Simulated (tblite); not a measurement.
A geometry optimisation, step by step.

Compound: C6H10Cl2SSi.
Atom-mapped SMILES: `[CH3:1][C:2](=[S:3])/[C:4]([SiH3:5])=[C:6](/[CH3:7])[CH:8]([Cl:9])[Cl:10]` (hydrogens: H11, H12, H13 on C1; H14, H15, H16 on Si5; H17, H18, H19 on C7; H20 on C8)

Computed with GFN2-xTB (tblite), gas phase: L-BFGS steps from a force-field or distance-geometry start until the largest atomic force falls under 0.01 eV/Å. 4 of its 157 geometries are shown.

Step 0: E = -870.1120 eV, largest atomic force 3.114 eV/Å
```
atom  x, y, z in Å  |  force x, y, z in eV/Å
C1      2.409   -0.383    0.651   -1.202   0.203  -0.189
C2      1.393   -0.705   -0.446    0.309  -0.908  -0.263
S3      1.711   -2.007   -1.473   -0.592   1.701   1.117
C4      0.168    0.156   -0.530   -0.280  -2.533   1.790
Si5     0.416    1.619   -1.626    0.114   1.419  -0.934
C6     -0.949   -0.194    0.182    0.493   0.664  -0.548
C7     -2.214    0.645    0.162    0.177  -0.092   0.331
C8     -1.019   -1.430    1.074    0.238   0.434  -0.642
Cl9    -2.463   -2.418    0.718   -0.010   0.188   0.044
Cl10   -1.003   -0.958    2.792   -0.105   0.102  -0.002
H11     2.048    0.454    1.264    0.055  -0.199  -0.167
H12     2.541   -1.249    1.307    0.079   0.121  -0.297
H13     3.356   -0.100    0.215    0.243  -0.127  -0.122
H14     1.834    1.702   -2.083   -0.476  -0.120   0.199
H15     0.100    2.867   -0.873    0.108  -0.372  -0.123
H16    -0.493    1.535   -2.792    0.205  -0.059   0.249
H17    -2.962    0.185   -0.484    0.074  -0.056   0.047
H18    -2.644    0.730    1.169    0.157  -0.277  -0.191
H19    -2.059    1.668   -0.178    0.275  -0.191  -0.155
H20    -0.174   -2.107    0.948    0.139   0.102  -0.145
```

Step 52: E = -870.4266 eV, largest atomic force 0.030 eV/Å
```
atom  x, y, z in Å  |  force x, y, z in eV/Å
C1      2.414   -0.362    0.651   -0.009   0.006  -0.001
C2      1.391   -0.709   -0.380   -0.004  -0.018   0.009
S3      1.638   -1.905   -1.462   -0.008   0.001  -0.004
C4      0.190    0.114   -0.445    0.010  -0.003  -0.007
Si5     0.399    1.630   -1.586   -0.002  -0.007   0.004
C6     -0.953   -0.188    0.175    0.005  -0.008  -0.001
C7     -2.202    0.627    0.114    0.005   0.003  -0.003
C8     -1.029   -1.409    1.038    0.000  -0.004   0.027
Cl9    -2.507   -2.347    0.740   -0.011  -0.022  -0.017
Cl10   -1.003   -0.917    2.764    0.018   0.007   0.004
H11     2.076    0.457    1.283    0.001   0.000   0.005
H12     2.618   -1.236    1.270    0.001   0.015  -0.005
H13     3.353   -0.089    0.170   -0.012   0.004  -0.001
H14     1.772    1.625   -2.084    0.001   0.005  -0.002
H15     0.161    2.826   -0.775    0.012   0.005   0.004
H16    -0.563    1.509   -2.678    0.001   0.006  -0.005
H17    -2.937    0.130   -0.517   -0.010   0.000   0.002
H18    -2.627    0.720    1.112   -0.011   0.000   0.000
H19    -2.012    1.617   -0.288    0.014   0.011  -0.006
H20    -0.183   -2.083    0.893    0.003   0.002  -0.002
```

Step 104: E = -870.4445 eV, largest atomic force 0.060 eV/Å
```
atom  x, y, z in Å  |  force x, y, z in eV/Å
C1      2.466   -0.231    0.575   -0.014   0.003   0.009
C2      1.374   -0.773   -0.283   -0.023   0.019   0.052
S3      1.549   -2.166   -1.114    0.002  -0.041  -0.043
C4      0.182    0.052   -0.415   -0.012   0.009  -0.002
Si5     0.480    1.596   -1.495    0.027  -0.030  -0.014
C6     -0.997   -0.244    0.141   -0.002  -0.014   0.000
C7     -2.221    0.607    0.050    0.004   0.015  -0.008
C8     -1.133   -1.452    1.015   -0.027  -0.029   0.011
Cl9    -2.657   -2.322    0.734    0.017   0.020  -0.001
Cl10   -1.074   -0.928    2.732    0.005  -0.017  -0.003
H11     2.056    0.274    1.449    0.001  -0.024  -0.003
H12     3.133   -1.032    0.880    0.041  -0.019   0.021
H13     3.049    0.498    0.010   -0.012   0.022  -0.015
H14     1.762    1.426   -2.174    0.042  -0.010  -0.012
H15     0.552    2.752   -0.601   -0.048   0.015   0.003
H16    -0.585    1.686   -2.488   -0.041   0.033  -0.005
H17    -2.969    0.128   -0.580    0.016  -0.025  -0.008
H18    -2.654    0.727    1.042   -0.003   0.006   0.004
H19    -1.993    1.585   -0.360    0.009   0.040  -0.001
H20    -0.327   -2.174    0.880    0.020   0.027   0.016
```

Step 156: E = -870.4617 eV, largest atomic force 0.009 eV/Å
```
atom  x, y, z in Å  |  force x, y, z in eV/Å
C1      2.463   -0.315    0.592    0.003   0.004   0.001
C2      1.373   -0.781   -0.311    0.003   0.001  -0.001
S3      1.523   -2.122   -1.228    0.001  -0.001  -0.001
C4      0.195    0.068   -0.414   -0.005  -0.004  -0.006
Si5     0.453    1.571   -1.561    0.003   0.007  -0.002
C6     -0.970   -0.198    0.183   -0.003   0.002  -0.002
C7     -2.198    0.644    0.061   -0.003   0.003  -0.001
C8     -1.098   -1.389    1.081    0.002   0.002  -0.003
Cl9    -2.559   -2.333    0.715    0.000   0.005   0.005
Cl10   -1.172   -0.840    2.788    0.002  -0.005  -0.003
H11     2.074   -0.175    1.601    0.000  -0.004  -0.001
H12     3.281   -1.031    0.608   -0.003   0.006   0.004
H13     2.837    0.652    0.251   -0.006  -0.004   0.006
H14     1.788    1.462   -2.147    0.001  -0.001   0.001
H15     0.370    2.772   -0.725    0.001  -0.004  -0.002
H16    -0.569    1.555   -2.603   -0.005  -0.004   0.003
H17    -2.878    0.201   -0.666    0.000  -0.002   0.003
H18    -2.716    0.687    1.018    0.005  -0.001   0.000
H19    -1.956    1.653   -0.259    0.007   0.000  -0.001
H20    -0.248   -2.069    1.011   -0.001   0.000  -0.002
```

**Question.** Summarise the path.

**Answer.** The energy falls by 0.3497 eV from step 0 to step 156; nine tenths of that is first reached at step 53. It rises by more than 0.2 meV at step 102. The largest force goes from 3.114 to 0.009 eV/Å. Among the bonds C4–Si5 changes most, from 1.845 to 1.908 Å; the atoms move by 0.387 Å rms after alignment.

**Question.** Follow the three bonds and two angles with the largest change from start to end.

**Answer.** 
```json
{"step": "0", "E above end (eV)": "0.3497", "largest force (eV/Å)": "3.114", "C4–Si5 (Å)": "1.845", "C2=S3 (Å)": "1.689", "C2–C4 (Å)": "1.501", "Si5–C4–C6 (°)": "128.4", "C2–C4–C6 (°)": "119.3"}
{"step": "7", "E above end (eV)": "0.0518", "largest force (eV/Å)": "0.171", "C4–Si5 (Å)": "1.908", "C2=S3 (Å)": "1.631", "C2–C4 (Å)": "1.460", "Si5–C4–C6 (°)": "124.4", "C2–C4–C6 (°)": "122.7"}
{"step": "14", "E above end (eV)": "0.0406", "largest force (eV/Å)": "0.052", "C4–Si5 (Å)": "1.909", "C2=S3 (Å)": "1.631", "C2–C4 (Å)": "1.457", "Si5–C4–C6 (°)": "124.4", "C2–C4–C6 (°)": "122.7"}
{"step": "20", "E above end (eV)": "0.0387", "largest force (eV/Å)": "0.032", "C4–Si5 (Å)": "1.908", "C2=S3 (Å)": "1.632", "C2–C4 (Å)": "1.457", "Si5–C4–C6 (°)": "124.1", "C2–C4–C6 (°)": "123.3"}
{"step": "27", "E above end (eV)": "0.0374", "largest force (eV/Å)": "0.031", "C4–Si5 (Å)": "1.910", "C2=S3 (Å)": "1.632", "C2–C4 (Å)": "1.457", "Si5–C4–C6 (°)": "123.9", "C2–C4–C6 (°)": "123.8"}
{"step": "34", "E above end (eV)": "0.0366", "largest force (eV/Å)": "0.028", "C4–Si5 (Å)": "1.909", "C2=S3 (Å)": "1.632", "C2–C4 (Å)": "1.456", "Si5–C4–C6 (°)": "123.9", "C2–C4–C6 (°)": "123.8"}
{"step": "41", "E above end (eV)": "0.0359", "largest force (eV/Å)": "0.036", "C4–Si5 (Å)": "1.909", "C2=S3 (Å)": "1.632", "C2–C4 (Å)": "1.456", "Si5–C4–C6 (°)": "123.6", "C2–C4–C6 (°)": "123.9"}
{"step": "47", "E above end (eV)": "0.0355", "largest force (eV/Å)": "0.023", "C4–Si5 (Å)": "1.910", "C2=S3 (Å)": "1.633", "C2–C4 (Å)": "1.456", "Si5–C4–C6 (°)": "123.6", "C2–C4–C6 (°)": "123.9"}
{"step": "54", "E above end (eV)": "0.0348", "largest force (eV/Å)": "0.026", "C4–Si5 (Å)": "1.909", "C2=S3 (Å)": "1.633", "C2–C4 (Å)": "1.456", "Si5–C4–C6 (°)": "123.3", "C2–C4–C6 (°)": "123.8"}
{"step": "61", "E above end (eV)": "0.0339", "largest force (eV/Å)": "0.033", "C4–Si5 (Å)": "1.910", "C2=S3 (Å)": "1.633", "C2–C4 (Å)": "1.456", "Si5–C4–C6 (°)": "123.3", "C2–C4–C6 (°)": "123.6"}
{"step": "68", "E above end (eV)": "0.0332", "largest force (eV/Å)": "0.027", "C4–Si5 (Å)": "1.909", "C2=S3 (Å)": "1.632", "C2–C4 (Å)": "1.456", "Si5–C4–C6 (°)": "123.4", "C2–C4–C6 (°)": "123.4"}
{"step": "75", "E above end (eV)": "0.0325", "largest force (eV/Å)": "0.028", "C4–Si5 (Å)": "1.909", "C2=S3 (Å)": "1.632", "C2–C4 (Å)": "1.456", "Si5–C4–C6 (°)": "123.6", "C2–C4–C6 (°)": "123.5"}
{"step": "81", "E above end (eV)": "0.0315", "largest force (eV/Å)": "0.026", "C4–Si5 (Å)": "1.910", "C2=S3 (Å)": "1.632", "C2–C4 (Å)": "1.456", "Si5–C4–C6 (°)": "123.6", "C2–C4–C6 (°)": "123.7"}
{"step": "88", "E above end (eV)": "0.0299", "largest force (eV/Å)": "0.056", "C4–Si5 (Å)": "1.910", "C2=S3 (Å)": "1.633", "C2–C4 (Å)": "1.456", "Si5–C4–C6 (°)": "124.0", "C2–C4–C6 (°)": "123.8"}
{"step": "95", "E above end (eV)": "0.0268", "largest force (eV/Å)": "0.132", "C4–Si5 (Å)": "1.908", "C2=S3 (Å)": "1.632", "C2–C4 (Å)": "1.455", "Si5–C4–C6 (°)": "123.8", "C2–C4–C6 (°)": "124.4"}
{"step": "102", "E above end (eV)": "0.0255", "largest force (eV/Å)": "0.406", "C4–Si5 (Å)": "1.907", "C2=S3 (Å)": "1.634", "C2–C4 (Å)": "1.455", "Si5–C4–C6 (°)": "123.2", "C2–C4–C6 (°)": "124.0"}
{"step": "109", "E above end (eV)": "0.0132", "largest force (eV/Å)": "0.050", "C4–Si5 (Å)": "1.909", "C2=S3 (Å)": "1.633", "C2–C4 (Å)": "1.455", "Si5–C4–C6 (°)": "123.7", "C2–C4–C6 (°)": "123.9"}
{"step": "115", "E above end (eV)": "0.0114", "largest force (eV/Å)": "0.037", "C4–Si5 (Å)": "1.909", "C2=S3 (Å)": "1.632", "C2–C4 (Å)": "1.456", "Si5–C4–C6 (°)": "123.0", "C2–C4–C6 (°)": "124.0"}
{"step": "122", "E above end (eV)": "0.0093", "largest force (eV/Å)": "0.069", "C4–Si5 (Å)": "1.909", "C2=S3 (Å)": "1.632", "C2–C4 (Å)": "1.455", "Si5–C4–C6 (°)": "122.4", "C2–C4–C6 (°)": "124.1"}
{"step": "129", "E above end (eV)": "0.0059", "largest force (eV/Å)": "0.044", "C4–Si5 (Å)": "1.909", "C2=S3 (Å)": "1.633", "C2–C4 (Å)": "1.457", "Si5–C4–C6 (°)": "122.4", "C2–C4–C6 (°)": "124.1"}
{"step": "136", "E above end (eV)": "0.0043", "largest force (eV/Å)": "0.046", "C4–Si5 (Å)": "1.909", "C2=S3 (Å)": "1.633", "C2–C4 (Å)": "1.456", "Si5–C4–C6 (°)": "122.2", "C2–C4–C6 (°)": "124.1"}
{"step": "142", "E above end (eV)": "0.0016", "largest force (eV/Å)": "0.041", "C4–Si5 (Å)": "1.908", "C2=S3 (Å)": "1.632", "C2–C4 (Å)": "1.456", "Si5–C4–C6 (°)": "122.5", "C2–C4–C6 (°)": "124.0"}
{"step": "149", "E above end (eV)": "0.0005", "largest force (eV/Å)": "0.020", "C4–Si5 (Å)": "1.907", "C2=S3 (Å)": "1.632", "C2–C4 (Å)": "1.456", "Si5–C4–C6 (°)": "122.9", "C2–C4–C6 (°)": "123.7"}
{"step": "156", "E above end (eV)": "0.0000", "largest force (eV/Å)": "0.009", "C4–Si5 (Å)": "1.908", "C2=S3 (Å)": "1.632", "C2–C4 (Å)": "1.456", "Si5–C4–C6 (°)": "123.0", "C2–C4–C6 (°)": "123.9"}
```

The cost below is that of the whole relaxation. Time: 3.6 s wall. Hardware: one thread of an Arm Neoverse N1, shared host.
